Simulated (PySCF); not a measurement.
**C₆ coefficients of unlike pairs at TPSSh**

Calculated with PySCF 2.14 from the dipole response of each species, C₆(A,B) = (3/π) ∫ α_A(iu) α_B(iu) du, in atomic units, from isotropic polarisabilities. For ions this is the dispersion term alone; charge-induced terms of lower order in 1/R come first.

| species | configuration | basis | relativity | α (bohr³) | C₆ (like pair) |
| --- | --- | --- | --- | --- | --- |
| Be⁺ | [He] 2s1 (2S) | aug-cc-pCVQZ (9s8p6d4f2g) | none | 22.26 | 61.30 |
| Hg³⁺ | [Xe] 4f14 5d9 (2D) | def2-QZVPPD with the def2 core potential (60 electrons) (7s5p4d4f2g) | core potential | 5.634 | 32.55 |
| N²⁺ | [He] 2s2 2p1 (2P) | dyall-av3z (15s9p3d2f) | none | 2.623 | 3.780 |
| As²⁺ | [Ar] 3d10 4s2 4p1 (2P) | aug-cc-pVTZ-DK (7s6p4d2f) | spin-free X2C | 10.36 | 44.91 |

Estimate C₆ for As²⁺ with Be⁺.

The integral gives 44.69. The combination rule 2 C_A C_B / (C_A α_B/α_A + C_B α_A/α_B) gives 44.05 and the geometric mean 52.47.

No spin-orbit coupling is included.

The other pairs:

```json
{"pair": "N²⁺, Be⁺", "C₆": "11.95"}
{"pair": "As²⁺, N²⁺", "C₆": "12.86"}
{"pair": "As²⁺, Hg³⁺", "C₆": "34.76"}
{"pair": "Hg³⁺, Be⁺", "C₆": "28.63"}
{"pair": "N²⁺, Hg³⁺", "C₆": "10.69"}
```
